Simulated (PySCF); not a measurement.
An unknown shows these calculated signals:

1H NMR (400 MHz, computed): δ 7.76 (m, 1H), 7.73 (m, 1H), 7.67 (m, 1H), 7.58 (m, 1H).

13C{1H} NMR (computed): δ 172.7 (C), 136.6 (CH), 135.2 (CH), 126.9 (CH), 125.9 (CH), 123.4 (C), 119.7 (C).

Theoretical values (PySCF 2.14): shielding tensors at PBE0/pcSseg-1 (GIAO), structure optimised with GFN2-xTB. Isolated molecule, one conformer, relativity neglected.

Shifts are taken against calculated references (same method and geometry level): 1H and 13C vs TMS.

Problem. Which of these does the molecule contain: an ester, a benzene ring, a vinyl group CH=CH2, a nitrile, a CH3CH2 unit?

Solution. 
- An ester: no.
- A benzene ring: yes.
- A vinyl group CH=CH2: no.
- A nitrile: yes (δC 123.4).
- A CH3CH2 unit: no.

The data belong to SMILES N#Cc1cccc(F)c1, C$_{7}$H$_{4}$FN; they needn't prove each group on their own.

Carbon signals by region: 1 in the far downfield region (above 160 ppm), 6 in the sp2 and nitrile region (100–160 ppm). Above 160 ppm: 172.7, aromatic carbon bearing fluorine.

Splittings by 19F in the carbon and heteronuclear signals aren't shown, as no couplings were computed. Shifts are as computed. Against solution values, carbons near 30 ppm lie about +3 ppm off and those near 130 ppm about +5 ppm. Of 1211 compounds with measured shifts, 218 miss one by over three times the rms of a fit or turn the order of signals round; such compounds aren't used in these exercises. No couplings were computed; multiplicities are counted from neighbouring protons, with m where these are inequivalent, close in shift, in a saturated or five-membered ring or joined by F or P, and br s for small geminal =CH2 splittings.
